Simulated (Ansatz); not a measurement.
```yaml
crystal:
  periodic: [false, false, false]
  atoms:
    - {symbol: C, position_ang: [-0.932870, 1.775202, 0.398401]}
    - {symbol: C, position_ang: [-0.126461, 0.745778, 0.582748]}
    - {symbol: Si, position_ang: [0.581461, -0.642972, 1.518477]}
    - {symbol: C, position_ang: [0.665114, -0.187015, -0.299151]}
    - {symbol: C, position_ang: [-0.039009, -0.909042, -1.424213]}
    - {symbol: H, position_ang: [-1.457987, 2.240847, 1.226100]}
    - {symbol: H, position_ang: [-1.101643, 2.201175, -0.589068]}
    - {symbol: H, position_ang: [-0.310965, -1.736546, 1.965886]}
    - {symbol: H, position_ang: [1.779610, -0.457103, 2.367957]}
    - {symbol: H, position_ang: [1.639121, 0.220862, -0.580615]}
    - {symbol: H, position_ang: [0.577134, -1.719417, -1.820406]}
    - {symbol: H, position_ang: [-0.983387, -1.339621, -1.082525]}
    - {symbol: H, position_ang: [-0.269616, -0.226948, -2.248792]}
basis:
  gaussian: {orbitals: cc-pVTZ-DK}
hamiltonian: {xc: {name: wB97}}
output: {forces: true}
```

```sh
$ ansatz run in.yaml --threads 4 --pin off --events-out ev --progress --plain --max-ram 10444MiB
```

It prints (some lines left out):

```
Functional definition: wB97
1409 factors; their error is unknown
484 factors; integrals over basis functions are off by at most 3.0e-5 eV
mean field evaluation 1: about -12168.2667 eV, gradient 4.2e1 eV
mean field evaluation 2: about -12170.2239 eV, gradient 3.3e1 eV
mean field evaluation 4: about -12172.8713 eV, gradient 2.3e0 eV
mean field evaluation 8: about -12172.8866 eV, gradient 9.5e-2 eV
mean field evaluation 16: about -12172.8386 eV, gradient 4.5e-4 eV
mean field -12172.83857833 eV, -447.3435667071 hartree, gradient 5.3e-5 eV, S^2 0.000000; 0 other end points of the search recorded, 0 dependent functions left out
reference -12172.83856635 eV, -447.3435662669 hartree; 23, 23 occupied and 243, 243 virtual orbitals, 1409 factors
Total energy: -12172.83856635 eV, -447.3435662669 hartree
Relativity: scalar
Atom 0 at    -0.932870     1.775202     0.398401 Å, force    -0.007139     0.023688    -0.032247 eV/Å
Atom 1 at    -0.126461     0.745778     0.582748 Å, force    -0.189636     0.205387     0.151222 eV/Å
Atom 2 at     0.581461    -0.642972     1.518477 Å, force     0.037434    -0.038197    -0.054930 eV/Å
Atom 3 at     0.665114    -0.187015    -0.299151 Å, force     0.329283    -0.135855     0.091778 eV/Å
Atom 4 at    -0.039009    -0.909042    -1.424213 Å, force    -0.077864    -0.053696    -0.141394 eV/Å
Atom 5 at    -1.457987     2.240847     1.226100 Å, force     0.006114    -0.007843     0.000292 eV/Å
Atom 6 at    -1.101643     2.201175    -0.589068 Å, force     0.011648    -0.014346    -0.001451 eV/Å
Atom 7 at    -0.310965    -1.736546     1.965886 Å, force     0.029290     0.029005    -0.013759 eV/Å
Atom 8 at     1.779610    -0.457103     2.367957 Å, force    -0.044593    -0.014043    -0.027400 eV/Å
Atom 9 at     1.639121     0.220862    -0.580615 Å, force    -0.066616     0.011736    -0.000312 eV/Å
Atom 10 at     0.577134    -1.719417    -1.820406 Å, force    -0.017578     0.011240     0.003094 eV/Å
Atom 11 at    -0.983387    -1.339621    -1.082525 Å, force    -0.008847    -0.003617     0.006525 eV/Å
Atom 12 at    -0.269616    -0.226948    -2.248792 Å, force    -0.001498    -0.013460     0.018582 eV/Å
Dipole moment:     0.030489    -0.054178    -0.031444 e Å
```

Run time 4.6 s (4 threads of an INTEL XEON PLATINUM 8581C on a shared host); peak host memory 0.61 GiB.
